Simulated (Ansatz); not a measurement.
Cl$_{3}$H$_{3}$OSiTi, SMILES `[SiH3][O][Ti]([Cl])([Cl])[Cl]`, one more setting.

```yaml
crystal:
  periodic: [false, false, false]
  atoms:
    - {symbol: Si, position_ang: [0.255455, -1.466427, 0.976992]}
    - {symbol: O, position_ang: [0.023094, -0.099979, 0.065896]}
    - {symbol: Ti, position_ang: [-0.215446, 1.332578, -0.896629]}
    - {symbol: Cl, position_ang: [-1.650229, 0.886685, -2.475867]}
    - {symbol: Cl, position_ang: [1.695279, 1.920991, -1.765073]}
    - {symbol: Cl, position_ang: [-0.980167, 2.921123, 0.385224]}
    - {symbol: H, position_ang: [1.687356, -1.838464, 0.895201]}
    - {symbol: H, position_ang: [-0.598789, -2.542537, 0.422296]}
    - {symbol: H, position_ang: [-0.128052, -1.160269, 2.375058]}
basis:
  gaussian: {orbitals: cc-pVTZ}
total_charge: 1
magnetization: {spin_polarized: false, initial_magnetization: 1}
hamiltonian: {xc: {name: LC-wPBE}}
output: {forces: true}
```

```sh
$ ansatz run in.yaml --threads 4 --pin off --events-out ev --progress --plain --max-ram 11315MiB
```

It prints (some lines left out):

```
Functional definition: LC-wPBE
1948 factors; their error is unknown
508 factors; integrals over basis functions are off by at most 2.9e-5 eV
mean field evaluation 1: about -70625.4291 eV, gradient 7.7e1 eV
mean field evaluation 2: about -70590.6470 eV, gradient 1.7e2 eV
mean field evaluation 4: about -70635.3840 eV, gradient 1.9e1 eV
mean field evaluation 8: about -70637.0527 eV, gradient 4.0e0 eV
mean field evaluation 16: about -70637.1230 eV, gradient 1.5e-1 eV
mean field evaluation 32: about -70637.0871 eV, gradient 2.3e-5 eV
mean field -70637.08788318 eV, -2595.8651001689 hartree, gradient 1.4e-7 eV, S^2 0.750000; 14 other end points of the search recorded, 0 dependent functions left out
reference -70637.08788319 eV, -2595.8651001692 hartree; 49, 48 occupied and 227, 228 virtual orbitals, 1948 factors
Total energy: -70637.08788319 eV, -2595.8651001692 hartree
Atom 0 at     0.255455    -1.466427     0.976992 Å, force     0.375868    -1.685513     1.239067 eV/Å
Atom 1 at     0.023094    -0.099979     0.065896 Å, force    -0.591883     2.439262    -1.862383 eV/Å
Atom 2 at    -0.215446     1.332578    -0.896629 Å, force     2.563675    -0.194297     3.293433 eV/Å
Atom 3 at    -1.650229     0.886685    -2.475867 Å, force    -1.446749    -0.273263    -1.678261 eV/Å
Atom 4 at     1.695279     1.920991    -1.765073 Å, force    -0.792900    -0.241251     0.018386 eV/Å
Atom 5 at    -0.980167     2.921123     0.385224 Å, force     0.014623    -0.545101    -0.628299 eV/Å
Atom 6 at     1.687356    -1.838464     0.895201 Å, force    -0.093946     0.162366    -0.108759 eV/Å
Atom 7 at    -0.598789    -2.542537     0.422296 Å, force    -0.008569     0.203285    -0.104558 eV/Å
Atom 8 at    -0.128052    -1.160269     2.375058 Å, force    -0.020118     0.134512    -0.168625 eV/Å
Dipole moment:    -0.402151    -0.262040    -0.381617 e Å
```

It took 4.1 min on 4 threads of an Arm Neoverse V2 on a shared host, with 1.8 GiB of host memory at the peak.
